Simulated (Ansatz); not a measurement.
# One arrangement of a pair

The pair of N2 (SMILES N#N, atoms 1–2) and GeH4 (SMILES [GeH4], atoms 3–7), both closed shells, in one local arrangement (a lower one may exist), relaxed at PBE0-D4/def2-TZVP:

N1  (-0.383, -0.086, -3.423)
N2  (0.021, 0.265, -2.474)
Ge3  (0.073, -0.035, 1.178)
H4  (0.084, 1.471, 0.887)
H5  (-1.152, -0.677, 0.514)
H6  (0.005, -0.262, 2.695)
H7  (1.352, -0.676, 0.623)
(Å)

Ansatz 0.2.0; basis: def2-TZVPPD, with def2-QZVPPD for the basis limit; cores frozen in the correlated methods. Filled d shells of the heavier atoms are correlated. The def2 sets are not built for correlating such inner shells, so the correlated values are less sure here. B3LYP uses VWN-RPA correlation. Extrapolation: Hartree–Fock as exp(−7.88 √X), correlation as X^−2.97. Interaction energies count from these two fragments, frozen as in the pair, with the counterpoise correction; negative means bound.

(1) What is the interaction energy by CCSD(T) at an estimated basis limit (MP2 extrapolated from triple and quadruple zeta, plus CCSD(T) − MP2 in triple zeta)? (Judge from chemistry; the value comes from the calculation.)

(2) Which atoms make the shortest contact between the fragments?

No T1 diagnostic of these runs exceeds 0.014.

## Answers

(1) By the calculation: -2.4 kJ/mol. Hartree–Fock alone gives 1.3 kJ/mol at the basis limit, so without correlation the pair would not bind at this distance. It counts from the two fragments frozen as in the pair.

The same quantity by other methods in triple zeta, and each one's difference from that estimate:
```csv
method,E_int (kJ/mol),difference
PBE-D4,-2.5,-0.1
revPBE-D4,-0.6,1.8
BLYP-D4,-0.6,1.8
r2SCAN-D4,-1.6,0.8
B97M-V,-2.5,-0.1
PBE0-D4,-2.3,0.1
B3LYP-D4,-1.4,1.0
HSE06-D4,-2.3,0.1
wB97X-V,-2.6,-0.2
wB97M-V,-2.4,0.0
B2PLYP,-0.3,2.1
HF,1.3,3.7
MP2,-2.4,0.0
CCSD,-1.5,0.9
CCSD(T),-2.0,0.4
```
Differences are method less estimate.

(2) N2 and H5, 3.35 Å apart.

Basis-set superposition shift (counterpoise-corrected less uncorrected): CCSD(T) 1.8; MP2 1.8; HF 0.3; PBE0-D4 0.3; wB97M-V 0.4 kJ/mol.

For scale, one of the runs: CCSD(T)/def2-TZVPPD, 196 basis functions, launched by `ansatz run in.yaml --threads 4 --pin off --events-out ev --progress --plain --max-ram 9574MiB`. Time: 29 s of wall clock on 4 CPU threads of an Intel Xeon Platinum 8259CL; the host was shared. Peak host memory: 2.3 GiB.
